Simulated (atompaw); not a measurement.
**Which change was made? (Mn, PAW (atompaw))**

```
Element                 : manganese (Mn)
Generator               : atompaw 4.2.0.5
Type                    : PAW
Functional              : LDA (PW92)
Relativity              : scalar-relativistic
Frozen core             : [Ar]
Valence charge          : 7
Reference configuration : 3d5 4s1.5 4p0.5
Partial waves           : 4s (bound): rc 3.00 bohr; 4s channel at 0.5 Ry: rc 3.00 bohr; 4p (bound): rc 3.00 bohr; 4p channel at 0.65 Ry: rc 3.00 bohr; 3d (bound): rc 1.45 bohr; 3d channel at -0.2 Ry: rc 1.45 bohr
Local potential         : troulliermartins scheme with l = 3 at 0 Ry, radius 2.65 bohr
Core correction         : smooth core density matched at 1.85 bohr
Augmentation charge     : sinc compensation charge, radius 2.65 bohr; PAW radius 3.00 bohr; waves and projectors: custom rrkj vanderbiltortho
```

Cutoffs, loose and tight: the cutoffs (Ry, on a coarse ladder) from which the occupation-weighted sum of valence levels, in a spherical-Bessel basis at the reference potential, stays within 10 and 1 mRy of its value at 400 Ry. They see the waves, projectors and local potential, not the compensation charge or the core.

The base gives: outcome: generated; cutoff, loose: 50 Ry; cutoff, tight: 80 Ry; bound ghosts: none.

(1) After one change the result is: outcome: generated; cutoff, loose: 50 Ry; cutoff, tight: 80 Ry; bound ghosts: s. Which change was it?
A. local potential troulliermartins scheme with l = 3 at 0 Ry, radius 1.26 bohr
B. local potential troulliermartins scheme with l = 3 at 0 Ry, radius 1.80 bohr
C. local potential troulliermartins scheme with l = 3 at 0 Ry, radius 2.00 bohr

## Answers

(1) C. The others give: local potential troulliermartins scheme with l = 3 at 0 Ry, radius 1.26 bohr → outcome: failed: atompaw: The overlap operator has at least one negative eigenvalue! | local potential troulliermartins scheme with l = 3 at 0 Ry, radius 1.80 bohr → outcome: generated; cutoff, loose: 60 Ry; cutoff, tight: 80 Ry; bound ghosts: s.
